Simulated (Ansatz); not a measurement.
Ideal-gas functions of CH$_{5}$FGeN (`C[NH][GeH][F]`) radical at 800 K and 1 bar, from an Ansatz frequency run at PBE0-D4/def2-TZVP.

Molar mass 122.67 g/mol, point group C1 (symmetry number 1), electronic degeneracy 2, moments of inertia 38.368, 181.827, 212.403 u Å². Harmonic wavenumbers (cm⁻¹, unscaled): 76, 142, 158, 286, 515, 582, 625, 672, 691, 1086, 1128, 1131, 1383, 1454, 1481, 1510, 1966, 3015, 3075, 3109, 3591.

Use S(trans) = R[1.5 ln M + 2.5 ln T − 1.1517]; rotational temperatures θ = 24.2544 K / I; S(rot) = R[ln(√π/σ · √(T³/θAθBθC)) + 1.5]; for each mode x = 1.438777 ν̃/T, S = R[x/(eˣ − 1) − ln(1 − e⁻ˣ)] and H = RT x/(eˣ − 1); 1 cm⁻¹ = 0.0119627 kJ/mol; R = 8.31446 J/(mol·K).

By hand: the entropy, in J/(mol·K).

Translation 189.4. Rotation: θ = 0.6322, 0.1334, 0.1142 K, giving 119.9. Vibration, mode by mode: 24.87, 19.69, 18.80, 13.93, 9.24, 8.30, 7.77, 7.23, 7.02, 3.96, 3.73, 3.71, 2.60, 2.35, 2.26, 2.17, 1.13, 0.24, 0.22, 0.21, 0.10, in all 139.5. Electronic 5.8. Sum 454.6 J/(mol·K).

By hand: H − E and G − E in kJ/mol, counted from the electronic energy.

Zero-point energy ½ × 27676 × 0.0119627 = 165.5; thermal vibration 54.0; translation, rotation and pV give 4 RT = 26.6. H − E = 246.1 kJ/mol, and G − E = 246.1 − 800 × 454.6/1000 = -117.6 kJ/mol.

Vibration gives 31 % of the entropy, 44.6 J/(mol·K) of it from the modes under 150 cm⁻¹: soft modes count most, and the harmonic formula is weakest for them. The sum counts one conformer and one mirror image; others add a mixing term.
